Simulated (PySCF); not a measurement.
BGeH6NO2, SMILES [GeH3][NH]B(O)O.

Geometry optimised at PBE0-D3(BJ)/def2-SVP. The structure was generated by enumeration, and PubChem lists no compound with its InChIKey, so it may never have been made. One conformer was computed; it need not be the lowest.

Vertical ionisation energy (IE) and electron affinity (EA) in eV. Rows of orbital energies are one-electron estimates. Where ΔSCF, EOM or ADC give a negative EA the extra electron is unbound and the value depends on the basis.

```json
[
 {"level": "−ε(HOMO), −ε(LUMO), B3LYP/def2-TZVP (PySCF)", "IE": "[?]", "EA": "[?]"},
 {"level": "−ε(HOMO), −ε(LUMO), PBE/def2-TZVP (PySCF)", "IE": "6.05", "EA": "0.57"}
]
```

Question: What belongs in the gaps? (Estimate from the structure and the level; the computed values follow.)

Answer: 
- −ε(HOMO), −ε(LUMO), B3LYP/def2-TZVP (PySCF), IE: 7.22
- −ε(HOMO), −ε(LUMO), B3LYP/def2-TZVP (PySCF), EA: 0.07
